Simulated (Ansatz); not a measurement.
Frontier orbitals of C₂H₉BO₂.

```xyz
14

C     0.920    0.962   -1.627
B     0.221    0.280   -0.396
C     0.806    0.337    1.055
O    -0.958   -0.402   -0.556
O    -1.905   -2.150    1.567
H     1.278    1.965   -1.378
H     0.299    1.033   -2.525
H     1.814    0.386   -1.892
H     1.897    0.279    1.063
H     0.401   -0.438    1.710
H     0.554    1.309    1.498
H    -1.286   -0.396   -1.459
H    -1.632   -1.610    0.813
H    -2.410   -1.555    2.124
```

Charge 0, multiplicity 1. The bonds changed during the relaxation, so this is another structure than the one it started from. The structure was optimised at the PBE0-D4/def2-TZVP level. It is one conformer, not always the lowest. Basis def2-TZVPP, Ansatz.

Orbital energies of one run (eV). Highest occupied ones, from the top: -8.51, -8.96, -10.32, -10.54, -10.75, -10.94, -11.14, -12.18, -12.31, -12.92, -14.55, -16.17, -19.83, -20.67. Empty: 0.64, 0.88, 2.11, 2.24, 3.17, 3.31.

Task: Which functional gave them?
A. r2SCAN0
B. CAM-B3LYP
C. B97M-V
D. PBE

Result: A. HOMO energies: r2SCAN0 -8.51, B97M-V -6.89, CAM-B3LYP -9.80, PBE -6.37 eV.
